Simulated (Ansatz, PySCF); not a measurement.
Gas-phase reaction (SMILES): C[O][Al]([NH2])[NH2] + Cl (HCl) -> [NH2][Al]([NH2])[Cl] + CO (CH4O); hydrogen chloride cleaves one Al-O bond, a model of a ligand-exchange step.

Geometries: B3LYP-D3(BJ)/def2-TZVP minima from Ansatz (an electronic-structure program), one conformer each, not searched for the lowest. Valence correlation only, unless marked. No spin-orbit coupling. No relativistic terms. CBS marks a two-point X^-3 extrapolation of the correlation energy; Hartree-Fock from the larger set. Thermal terms are rigid-rotor harmonic-oscillator values from B3LYP-D3(BJ) frequencies (Ansatz or PySCF) at 298.15 K and 1 atm. 1 Eh = 627.5095 kcal/mol.

```tsv
species	E, CCSD(T)/CBS(cc-pV(T+d)Z,cc-pV(Q+d)Z) (Ansatz) (Eh)	E, wB97X-V/def2-TZVPD (Ansatz) (Eh)	H - E (Eh)
C[O][Al]([NH2])[NH2]	-468.97136	-469.59356	0.10237
Cl (HCl)	-460.37849	-460.74931	0.01000
[NH2][Al]([NH2])[Cl]	-813.75570	-814.62640	0.06019
CO (CH4O)	-115.60979	-115.73216	0.05533
```

Task: Work out ΔE and ΔH at 298.15 K at the first level, then ΔH at the second.

Result: 
1. ΔE = [(-813.75570) + (-115.60979)] - [(-468.97136) + (-460.37849)] = -0.01564 Eh = -9.8 kcal/mol at CCSD(T)/CBS(cc-pV(T+d)Z,cc-pV(Q+d)Z).
2. The terms H - E add up to 0.00315 Eh, so ΔH = (-0.01564 + (0.00315))×627.5095 = -7.8 kcal/mol.
3. At wB97X-V/def2-TZVPD the same steps give ΔE = -9.8 and ΔH = -7.9 kcal/mol, a shift of -0.1 from the first level.
4. These values are not checked against measurement here, since the tables used lack a sound gas-phase enthalpy of formation for at least one species.
